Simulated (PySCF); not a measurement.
# Orbital picture of TiBr

ωB97X-V at R = 2.421 Å; Ti def2-TZVPP, Br def2-TZVPP; no relativity (PySCF 2.14). State: quartet, unpaired electrons σ ↑, π ↑, δ ↑, a mixture of terms (⟨Lz²⟩ = 4.8). Only the outer orbitals are listed, counted within each symmetry.

```csv
spin,orbital,occ.,ε (eV),on Ti (%),main shells (%)
α,12σ,1,-22.99,6,94 Br s
α,13σ,1,-11.15,19,"80 Br p, 10 Ti d"
α,6π,1,-10.53,24,"76 Br p, 23 Ti d"
α,6π,1,-10.21,7,92 Br p
α,2δ,1,-8.92,97,95 Ti d
α,7π,1,-8.21,79,"75 Ti d, 20 Br p"
α,14σ,1,-7.02,100,"70 Ti s, 22 Ti d"
α,15σ,0,0.10,96,"56 Ti d, 33 Ti p"
α,7π,0,0.28,99,"61 Ti d, 38 Ti p"
α,2δ,0,0.64,100,100 Ti d
β,5π,1,-42.22,100,100 Ti p
β,11σ,1,-42.02,100,100 Ti p
β,5π,1,-41.57,100,100 Ti p
β,12σ,1,-22.97,6,94 Br s
β,13σ,1,-11.00,14,84 Br p
β,6π,1,-10.21,6,94 Br p
β,6π,1,-10.13,6,94 Br p
β,14σ,0,0.00,100,"87 Ti s, 9 Ti d"
β,2δ,0,1.56,100,100 Ti d
β,7π,0,1.56,96,91 Ti d
```

**Question.** Which are the highest filled and the lowest empty level, where do they sit, and how wide is the gap?

**Answer.** Highest filled α 14σ at -7.02 eV (in %: 70 Ti s, 22 Ti d); lowest empty β 14σ at 0.00 eV (in %: 87 Ti s, 9 Ti d); the gap at ωB97X-V is 7.02 eV. An empty level above zero is unbound, and its energy depends on the basis.

| Quantity | Value |
| --- | --- |
| bond order (Mayer) | 1.12 |
| ⟨S²⟩ | 3.753 |
| charge on Ti (Mulliken, basis-dependent) | 0.36 |
| charge on Ti (Löwdin, basis-dependent) | -0.16 |
| dipole moment (positive dipole means Ti(−)Br(+)) | -4.31 D |

Spin–orbit coupling is left out. With d or f electrons several states lie close, and the lowest PBE0 determinant need not be the measured ground state.
